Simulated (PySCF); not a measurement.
Species: C₅H₆O₃Si.
Atom-mapped SMILES: `[O:1]=[C:2]1[CH:3]=[C:4]([O:5][SiH3:6])[C:7](=[O:8])[CH2:9]1`

Geometry (GFN2-xTB, Å), atoms numbered from 1 in this order:
```
atom  x, y, z in Å
O1    -3.3602    0.6872    0.6042
C2    -2.2095    0.4003    0.3901
C3    -1.0603    1.3020    0.3620
C4     0.0755    0.6219    0.0874
O5     1.3031    1.0446   -0.0275
Si6    2.6658    0.1435   -0.3716
C7    -0.2200   -0.8257   -0.0957
O8     0.6390   -1.6338   -0.3493
C9    -1.6948   -1.0120    0.0933
H10   -1.1500    2.3583    0.5405
H11    2.9351   -0.8090    0.6963
H12    3.5776    1.2829   -0.3285
H13    2.5775   -0.4318   -1.7063
H14   -2.1684   -1.4263   -0.7985
H15   -1.9148   -1.6940    0.9167
```

NICS = −σ at a ghost point: NICS(0) at the centroid of the ring atoms, NICS(1) 1 Å to either side along the normal of their mean plane, zz for the tensor component along that normal. Level: GIAO PBE0/pcSseg-1 (PySCF, non-relativistic, gas phase) on the GFN2-xTB geometry, one conformer.

Ring bond lengths (Å), with Mayer bond orders in brackets: C2–C3 1.461 (1.05), C3–C4 1.352 (1.55), C4–C7 1.489 (1.00), C7–C9 1.498 (0.97), C9–C2 1.532 (0.97).

Give the NICS values of each ring in ppm.

```json
{"ring": "C2–C3–C4–C7–C9", "type": "5-membered carbocycle; formal bonds 1 double, 4 single", "NICS(0)": "4.5", "NICS(1), two faces": "-2.7 / -2.7", "NICS(1)zz, two faces": "-2.6 / -2.6", "rms pucker (Å)": "0.00", "centre to ring atoms, mean (Å)": "1.25"}
```

What do they say, and how far can they be read as aromaticity?

- C2–C3–C4–C7–C9: mean NICS(1)zz -2.6 ppm, near zero. C9 has four or more neighbours, so the value isn't read as a sign of a π ring current. NICS(0) lies 7 ppm above the mean NICS(1).

What is the mean of the two in-plane components of NICS at the second NICS(1) probe listed for ring C2–C3–C4–C7–C9, 1 Å off the ring?

The isotropic value is a third of the trace: (3 × -2.7 − (-2.6))/2 = -2.8 ppm.

Give the inner angles of the rings and the Hirshfeld charges of the ring atoms.

- C2–C3–C4–C7–C9: C2 107.5° (+0.145 e), C3 110.7° (-0.066 e), C4 110.3° (+0.090 e), C7 107.5° (+0.159 e), C9 103.9° (-0.086 e); sum 540.0° against 540° for a flat convex ring.

What are the shieldings of the ring atoms and their hydrogens in the same run (means over atoms taken as equivalent)?

```json
{"atoms": "C2", "environment": "ketone carbonyl carbon", "σ isotropic (ppm)": "-11.9", "principal values of the symmetric part, first atom (ppm)": "-96.7, -27.9, 88.8"}
{"atoms": "C3", "environment": "alkene CH carbon", "σ isotropic (ppm)": "57.6", "principal values of the symmetric part, first atom (ppm)": "-25.6, 58.9, 139.7"}
{"atoms": "C4", "environment": "vinylic carbon bearing oxygen", "σ isotropic (ppm)": "11.9", "principal values of the symmetric part, first atom (ppm)": "-85.2, 21.3, 99.5"}
{"atoms": "C7", "environment": "ketone carbonyl carbon", "σ isotropic (ppm)": "-23.8", "principal values of the symmetric part, first atom (ppm)": "-97.0, -54.7, 80.2"}
{"atoms": "C9", "environment": "sp3 carbon next to a carbonyl", "σ isotropic (ppm)": "143.6", "principal values of the symmetric part, first atom (ppm)": "137.1, 139.1, 154.7"}
{"atoms": "H10", "environment": "vinylic hydrogen", "σ isotropic (ppm)": "25.32", "principal values of the symmetric part, first atom (ppm)": "23.3, 24.2, 28.4"}
{"atoms": "H14 (×2)", "environment": "methylene hydrogen", "σ isotropic (ppm)": "28.94", "principal values of the symmetric part, first atom (ppm)": "26.2, 27.7, 32.9"}
```

On Arm Neoverse V1, one thread, no GPU, shared host, this took 38 s of wall time (grids of density and orbitals included) and 0.88 GiB of memory at its peak. This is the whole shielding run at PBE0/pcSseg-1, SCF included.
